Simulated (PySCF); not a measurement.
C₁₁H₁₀.
Atom-mapped SMILES: `[CH:1]1=[CH:2][C@H:3]2[CH2:4][C@@H:5]1[c:6]1[cH:7][cH:8][cH:9][cH:10][c:11]12` (hydrogens: H12 on C1; H13 on C2; H14 on C3; H15, H16 on C4; H17 on C5; H18 on C7; H19 on C8; H20 on C9; H21 on C10)

Cartesian coordinates in Å at the PBE0-D3(BJ)/def2-SVP level; atoms count from 1:
```
atom  x, y, z in Å
C1    -1.4961   -1.0755   -0.2905
C2    -1.4162   -0.2220   -1.3178
C3    -0.8268    1.0845   -0.7822
C4    -1.4656    1.0767    0.6280
C5    -0.9610   -0.3520    0.9470
C6     0.5284   -0.1312    0.6957
C7     1.6694   -0.6381    1.2898
C8     2.9173   -0.2329    0.7883
C9     2.9993    0.6552   -0.2801
C10    1.8380    1.1673   -0.8820
C11    0.6122    0.7662   -0.3842
H12   -1.7929   -2.1249   -0.3169
H13   -1.6331   -0.4209   -2.3681
H14   -0.9658    1.9763   -1.4062
H15   -1.0464    1.8437    1.2976
H16   -2.5631    1.1459    0.6003
H17   -1.2238   -0.7860    1.9199
H18    1.6093   -1.3331    2.1315
H19    3.8334   -0.6176    1.2433
H20    3.9797    0.9597   -0.6546
H21    1.9089    1.8668   -1.7191
```

All values: PBE0/pcSseg-1 (PySCF, non-relativistic), on one gas-phase PBE0-D3(BJ)/def2-SVP geometry that isn't relaxed in the solvent. The solvent is an IEF-PCM continuum (van der Waals radii × 1.2). Only the electrostatic response of the medium enters.

Gas phase at PBE0/pcSseg-1: HOMO -6.47 eV, LUMO -0.45 eV, dipole 0.51 D.

What does the continuum do to the energy, the frontier levels and the dipole at PBE0/pcSseg-1 in acetonitrile and water?

| solvent | ε | E(solvent) − E(gas) (kJ/mol) | polarisation term (kJ/mol) | distortion of the solute (kJ/mol) | HOMO (eV) | LUMO (eV) | dipole (D) |
| --- | --- | --- | --- | --- | --- | --- | --- |
| acetonitrile | 35.69 | -16.15 | -18.07 | 1.92 | -6.58 | -0.53 | 0.75 |
| water | 78.36 | -16.64 | -18.70 | 2.06 | -6.58 | -0.54 | 0.75 |

The polarisation term is half the interaction of the solute with the surface charges that it induces; the rest is the cost of distorting the solute's density. The sum is the electrostatic part of solvation alone. From acetonitrile to water the lowering changes by a factor 1.03, Onsager's factor (ε − 1)/(2ε + 1) by 1.02 and ε itself by 2.2.

Give the dipole vector in the frame of the coordinates (D, pointing from negative to positive charge), gas and water.

Gas (-0.51, 0.04, -0.01), solvent (-0.75, 0.10, 0.03). Its length changes by +47 % and its direction by 4°.

Which Hirshfeld charges (PBE0/pcSseg-1) respond most in acetonitrile (means over atoms taken as equivalent)?

```json
{"atoms": "C8/C9", "environment": "aromatic CH carbon", "gas (e)": "-0.057", "solvent (e)": "-0.066", "change": "-0.009"}
{"atoms": "H18/H21", "environment": "aromatic hydrogen", "gas (e)": "+0.047", "solvent (e)": "+0.054", "change": "+0.007"}
{"atoms": "H14/H17", "environment": "methine hydrogen", "gas (e)": "+0.045", "solvent (e)": "+0.051", "change": "+0.006"}
{"atoms": "C7/C10", "environment": "aromatic CH carbon", "gas (e)": "-0.058", "solvent (e)": "-0.064", "change": "-0.006"}
{"atoms": "H19/H20", "environment": "aromatic hydrogen", "gas (e)": "+0.047", "solvent (e)": "+0.052", "change": "+0.005"}
{"atoms": "C6/C11", "environment": "substituted aromatic carbon", "gas (e)": "-0.002", "solvent (e)": "-0.007", "change": "-0.005"}
```
